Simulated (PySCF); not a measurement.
C5H13F2NSi.
SMILES with atom numbers: `[CH3:1][C@@H:2]([F:3])[C@@H:4]([F:5])[SiH2:6][N:7]([CH3:8])[CH3:9]` (hydrogens: H10, H11, H12 on C1; H13 on C2; H14 on C4; H15, H16 on Si6; H17, H18, H19 on C8; H20, H21, H22 on C9)

Cartesian coordinates in Å at the GFN2-xTB level; atoms count from 1:
```
atom  x, y, z in Å
C1     3.581    0.055   -0.044
C2     2.287   -0.738   -0.119
F3     2.196   -1.565    0.987
C4     1.043    0.140   -0.164
F5     1.043    0.758   -1.411
Si6   -0.562   -0.888    0.085
N7    -1.869    0.215    0.213
C8    -3.149   -0.274    0.662
C9    -2.003    1.420   -0.575
H10    3.640    0.725   -0.897
H11    3.602    0.638    0.874
H12    4.436   -0.616   -0.054
H13    2.285   -1.403   -0.992
H14    1.136    0.951    0.565
H15   -0.490   -1.577    1.370
H16   -0.591   -1.843   -1.038
H17   -3.007   -1.131    1.313
H18   -3.783   -0.579   -0.179
H19   -3.671    0.511    1.215
H20   -2.472    2.200    0.031
H21   -2.629    1.252   -1.458
H22   -1.031    1.769   -0.905
```

Computed at PBE0/pcSseg-1 (PySCF, non-relativistic), with Q(14N) = 0.02044 b: N7, 14N (I = 1): χzz = -5.391 MHz, η = 0.340.

(1) Find the zero-field quadrupole resonance frequencies of 14N at N7.

Answers

(1) From ν± = (3/4)|χ|(1 ± η/3) and ν0 = |χ|η/2: ν+ 4.502 MHz, ν− 3.585 MHz, ν0 0.916 MHz (silicon-bound nitrogen).

In a crystal, neighbours and librations shift these lines. Isolated species at its GFN2-xTB geometry (one conformer only). GFN2-xTB bond lengths can be off by several hundredths of an ångström, more for odd bonds, and the gradients follow them. A larger basis could move these couplings by a tenth or more.
